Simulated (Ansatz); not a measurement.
Gas-phase electronic energies from Ansatz, PBE0-D4/def2-TZVP geometries. CCSD(T)/CBS is the MP2 limit (def2-TZVPP, def2-QZVPP) plus CCSD(T) − MP2 in def2-TZVPP, frozen cores. This one scheme is used for every species. Functionals use def2-TZVPP. One conformer a species, not always the lowest.

`NC[SiH2]O` + `OBF` → `O[SiH2]OBF` + CH₃NH₂  (ligand exchange at the Si–C bond)

Task: Is it downhill or uphill in electronic energy at CCSD(T)/CBS, and by how much? (Best estimate.)

Result: Ansatz gave: Downhill: ΔE = -26.6 kcal/mol.

Task: What do these levels give: PBE-D4, revPBE-D4, r2SCANh-D4, ωB97X-V, ωB97M-V, RPA@PBE/def2-TZVPP? (Estimate.)

Result: Computed: PBE-D4 -22.8, revPBE-D4 -22.3, r2SCANh-D4 -26.3, ωB97X-V -26.0, ωB97M-V -25.7, RPA@PBE/def2-TZVPP -26.3 kcal/mol.

Largest T1 diagnostic among the species: 0.013.

From BLYP to BHLYP (50 % exact exchange), in def2-TZVPP and without D4, ΔE moves by −2.6 kcal/mol. In def2-TZVPP, CCSD(T) changes the Hartree–Fock value by +6.0 kcal/mol (the triples alone add +0.8 kcal/mol) and MP2 by +5.7 kcal/mol.
